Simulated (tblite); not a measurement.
Species: C4H9F3P2.
Bonds: C1–P2, P2–C3, P2–P4, P4–C5, P4–C6, C6–F7, C6–F8, C6–F9. Hydrogens: H10, H11, H12 on C1; H13, H14, H15 on C3; H16, H17, H18 on C5.

Computed with GFN2-xTB (tblite), gas phase: L-BFGS steps from a force-field or distance-geometry start until the largest atomic force falls under 0.01 eV/Å.

Step 16: E = -880.9401 eV
```
atom  x, y, z in Å  |  force x, y, z in eV/Å
C1      1.8209    1.4109   -0.5196    0.051   0.192  -0.132
P2      1.2561    0.1185    0.6737   -0.378  -0.021   0.231
C3      1.7743   -1.3585   -0.3073    0.005  -0.171  -0.152
P4     -1.0496    0.0007    0.7631    0.165   0.218   0.075
C5     -1.6713   -1.4455   -0.2027   -0.012  -0.166  -0.087
C6     -1.8922    1.3232   -0.3365   -0.006   0.199  -0.120
F7     -2.7598    0.8489   -1.2463    0.184  -0.088   0.082
F8     -2.6054    2.1633    0.4306    0.111  -0.111   0.115
F9     -1.0328    2.1029   -1.0183   -0.028  -0.046  -0.084
H10     2.8249    1.7136   -0.2146   -0.054  -0.090   0.013
H11     1.8664    1.0518   -1.5477   -0.125   0.038   0.043
H12     1.1865    2.2887   -0.4599    0.015   0.064   0.001
H13     1.1924   -2.2353   -0.0368   -0.016  -0.017   0.016
H14     2.8133   -1.5625   -0.0478   -0.011   0.039  -0.011
H15     1.7154   -1.1814   -1.3812   -0.100  -0.071   0.027
H16    -2.7004   -1.6133    0.1250    0.069   0.041  -0.092
H17    -1.6563   -1.2952   -1.2832    0.102  -0.018   0.082
H18    -1.0912   -2.3244    0.0684    0.027   0.008  -0.008
```

Step 17: E = -880.9574 eV
```
atom  x, y, z in Å  |  force x, y, z in eV/Å
C1      1.8066    1.4093   -0.5155    0.055   0.194  -0.151
P2      1.2498    0.1171    0.6831   -0.388  -0.014   0.233
C3      1.7644   -1.3573   -0.3069   -0.004  -0.169  -0.150
P4     -1.0513    0.0066    0.7768    0.256   0.169   0.056
C5     -1.6587   -1.4360   -0.2003   -0.056  -0.206  -0.144
C6     -1.8759    1.3227   -0.3364   -0.045   0.148  -0.129
F7     -2.7389    0.8273   -1.2383    0.096  -0.052   0.051
F8     -2.5959    2.1557    0.4315    0.103  -0.045   0.075
F9     -1.0339    2.1043   -1.0356    0.006  -0.038  -0.014
H10     2.8121    1.7050   -0.2175    0.054  -0.102   0.027
H11     1.8442    1.0420   -1.5402   -0.119   0.049   0.013
H12     1.1951    2.3033   -0.4637   -0.076   0.013   0.036
H13     1.1959   -2.2443   -0.0423   -0.059   0.002   0.060
H14     2.8049   -1.5565   -0.0530    0.028   0.049  -0.023
H15     1.6959   -1.1790   -1.3795   -0.081  -0.050   0.011
H16    -2.6896   -1.6095    0.1099   -0.031   0.068  -0.043
H17    -1.6385   -1.2798   -1.2798    0.139  -0.018   0.072
H18    -1.0949   -2.3245    0.0665    0.122   0.001   0.021
```

Step 18: E = -880.9711 eV
```
atom  x, y, z in Å  |  force x, y, z in eV/Å
C1      1.7934    1.4109   -0.5127    0.028   0.104  -0.078
P2      1.2377    0.1157    0.6939   -0.247  -0.001   0.115
C3      1.7547   -1.3590   -0.3074   -0.026  -0.084  -0.077
P4     -1.0474    0.0145    0.7871    0.208   0.044   0.030
C5     -1.6479   -1.4301   -0.1993   -0.042  -0.147  -0.104
C6     -1.8609    1.3238   -0.3377   -0.035   0.040  -0.085
F7     -2.7180    0.8040   -1.2292   -0.004   0.014  -0.002
F8     -2.5858    2.1489    0.4325    0.080   0.026   0.025
F9     -1.0331    2.1046   -1.0511    0.024   0.000   0.016
H10     2.8020    1.6949   -0.2201    0.116  -0.108   0.026
H11     1.8201    1.0318   -1.5324   -0.106   0.071  -0.020
H12     1.2007    2.3175   -0.4667   -0.133  -0.022   0.061
H13     1.1972   -2.2533   -0.0467   -0.079   0.010   0.091
H14     2.7980   -1.5495   -0.0592    0.028   0.055  -0.036
H15     1.6753   -1.1758   -1.3773   -0.064  -0.041  -0.019
H16    -2.6813   -1.6050    0.0952   -0.091   0.090  -0.010
H17    -1.6176   -1.2626   -1.2753    0.158  -0.042   0.026
H18    -1.0958   -2.3248    0.0652    0.185  -0.009   0.042
```

Step 19: E = -880.9785 eV
```
atom  x, y, z in Å  |  force x, y, z in eV/Å
C1      1.7873    1.4149   -0.5122   -0.005   0.007   0.013
P2      1.2264    0.1149    0.6982   -0.066   0.008  -0.008
C3      1.7494   -1.3624   -0.3084   -0.046   0.006   0.004
P4     -1.0411    0.0190    0.7881    0.075  -0.052   0.010
C5     -1.6438   -1.4310   -0.1998    0.007  -0.053  -0.019
C6     -1.8537    1.3261   -0.3403    0.005  -0.046  -0.018
F7     -2.7084    0.7934   -1.2241   -0.060   0.055  -0.048
F8     -2.5785    2.1457    0.4345    0.053   0.066   0.002
F9     -1.0328    2.1072   -1.0584    0.029   0.027   0.002
H10     2.7988    1.6874   -0.2195    0.110  -0.101   0.013
H11     1.8068    1.0296   -1.5288   -0.093   0.083  -0.046
H12     1.2018    2.3263   -0.4675   -0.130  -0.038   0.073
H13     1.1960   -2.2590   -0.0473   -0.071   0.014   0.098
H14     2.7949   -1.5446   -0.0620    0.006   0.050  -0.043
H15     1.6645   -1.1771   -1.3763   -0.059  -0.037  -0.047
H16    -2.6790   -1.6025    0.0888   -0.086   0.090  -0.005
H17    -1.6046   -1.2564   -1.2725    0.150  -0.064  -0.029
H18    -1.0928   -2.3253    0.0663    0.182  -0.014   0.047
```

**Question.** Estimate the geometry and energy of step 20. (The exact step hangs on the optimiser's Hessian estimate; all steps are aligned on step 19, rigid shifts and turns removed.)

**Answer.** E = -880.9832 eV, largest force 0.161 eV/Å
```
atom  x, y, z in Å  |  force x, y, z in eV/Å
C1      1.7846    1.4178   -0.5120   -0.020  -0.050   0.068
P2      1.2189    0.1147    0.7003    0.076   0.009  -0.092
C3      1.7460   -1.3645   -0.3091   -0.051   0.057   0.044
P4     -1.0358    0.0203    0.7881   -0.056  -0.095  -0.023
C5     -1.6421   -1.4334   -0.2005    0.050   0.009   0.045
C6     -1.8504    1.3268   -0.3423    0.027  -0.064   0.030
F7     -2.7050    0.7895   -1.2224   -0.071   0.076  -0.059
F8     -2.5737    2.1454    0.4354    0.044   0.061  -0.016
F9     -1.0321    2.1090   -1.0615    0.023   0.023  -0.009
H10     2.7995    1.6815   -0.2188    0.058  -0.091  -0.008
H11     1.7985    1.0305   -1.5279   -0.082   0.089  -0.043
H12     1.1994    2.3298   -0.4662   -0.095  -0.047   0.080
H13     1.1938   -2.2615   -0.0454   -0.050   0.022   0.092
H14     2.7936   -1.5410   -0.0642   -0.026   0.044  -0.047
H15     1.6581   -1.1787   -1.3767   -0.059  -0.040  -0.040
H16    -2.6797   -1.5995    0.0858   -0.035   0.076  -0.019
H17    -1.5951   -1.2547   -1.2717    0.133  -0.079  -0.044
H18    -1.0875   -2.3257    0.0679    0.134  -0.001   0.041
```

The energy changes by -0.0047 eV. The first-order estimate −F·Δx gives -0.0064 eV and the mean of the old and new forces, exact on a quadratic surface, -0.0047 eV. The step makes an angle of 53° with the force vector and moves no atom by more than 0.010 Å.
